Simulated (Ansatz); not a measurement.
C₂H₄F₂O₂Si (`CC(=O)O[SiH](F)F`), relaxed with RKS PBE0-D4/def2-TZVP in Ansatz from a PBE-D4/def2-SVP geometry. The force threshold is 0.005 eV/Å; the program also tests the step.

Total charge 0; spin multiplicity 1.

Start:

```xyz
11

C    -0.907    0.534    1.694
C    -0.482   -0.206    0.458
O    -0.905   -1.283    0.079
O     0.474    0.467   -0.254
Si    1.056   -0.332   -1.642
F     2.249    0.639   -2.147
F    -0.076   -0.334   -2.796
H    -1.671   -0.046    2.239
H    -0.027    0.718    2.343
H    -1.308    1.528    1.412
H     1.597   -1.684   -1.387
```

| step | energy (eV) | largest force (eV/Å) | largest move (Å) |
| --- | --- | --- | --- |
| 1 | -19540.0604 | 1.158 | 0.000 |
| 2 | -19540.1559 | 0.753 | 0.031 |
| 3 | -19540.1858 | 0.213 | 0.036 |
| 4 | -19540.1863 | 0.193 | 0.026 |
| 5 | -19540.1880 | 0.059 | 0.012 |
| 6 | -19540.1884 | 0.046 | 0.005 |
| 7 | -19540.1893 | 0.018 | 0.036 |
| 8 | -19540.1894 | 0.005 | 0.004 |

End:

```xyz
11

C    -0.896    0.535    1.673
C    -0.485   -0.222    0.457
O    -0.916   -1.285    0.102
O     0.471    0.420   -0.257
Si    1.049   -0.317   -1.625
F     2.201    0.647   -2.106
F    -0.057   -0.324   -2.747
H    -1.656   -0.021    2.215
H    -0.025    0.708    2.309
H    -1.279    1.514    1.379
H     1.592   -1.655   -1.400
```

Hardware: 2 threads of an AMD EPYC 7R13 on a shared host and a share of an NVIDIA H100 80 GB. Wall time 19 s, peak host memory 0.87 GiB.
